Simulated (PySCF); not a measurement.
## Structure from 2D NMR

Compound of formula C5H5NO. Correlations simulated from computed shifts and couplings:

HSQC (one-bond C–H):
```tsv
δH	δC	¹J(C,H) (Hz)
8.54	157.3	186
6.55	113.7	168
```

COSY cross peaks (|J| ≥ 2 Hz):
```tsv
δH	δH	abs. J (Hz)	bonds
8.54	6.55	6.3	3
```

HMBC (two and three bonds, |J| ≥ 2.5 Hz):
```tsv
δH	δC [abs. J in Hz]
8.54	167.3 [8.9], 157.3 [13.8], 113.7 [10.0]
6.55	113.7 [4.1]
```

Carbons without hydrogens: δ 167.3.

How the numbers were obtained: shieldings: GIAO PBE0/pcSseg-1, geometry: PBE0-D3(BJ)/def2-SVP, B3LYP/pcJ-1 coupling constants (spin–dipole term only in couplings to heteroatoms), in PySCF 2.14 (equivalent nuclei averaged, non-relativistic Hamiltonian, in vacuum, one computed conformer).

Shifts are taken against calculated references (same method and geometry level): TMS for ¹H and ¹³C.

Exchangeable hydrogens are left out of these lists, and C,H couplings along chains are those of one rotamer, so weak HMBC peaks may be missing or extra.

Assemble the structure.

Results:

4-Hydroxypyridine (Oc1ccncc1).

Structure with atom numbers: `[OH:1][c:2]1[cH:3][cH:4][n:5][cH:6][cH:7]1`. Each H is labelled by its parent atom.

- δC 167.3 is C2, an aromatic carbon bearing oxygen.
- δC 157.3 is C4/C6, an aromatic CH next to a ring nitrogen (δH 8.54).
- δC 113.7 is C3/C7, an aromatic CH (δH 6.55).
- HMBC from δH 8.54 reaches the proton-free carbon C2.
- COSY links 8.54–6.55.

The shifts were computed for this structure.

Exchangeable OH/NH protons stand at their gas-phase positions; hydrogen bonding in a real sample shifts them, mostly to higher δ. Unscaled 3J(H,H) at this level run about 10 % above measured values. Shifts are as computed. Against solution values, carbons near 30 ppm lie about +2 ppm off and those near 130 ppm about +5 ppm. Of 1211 compounds with measured shifts, 218 miss one by over three times the rms of a fit or turn the order of signals round; such compounds aren't used in these exercises.
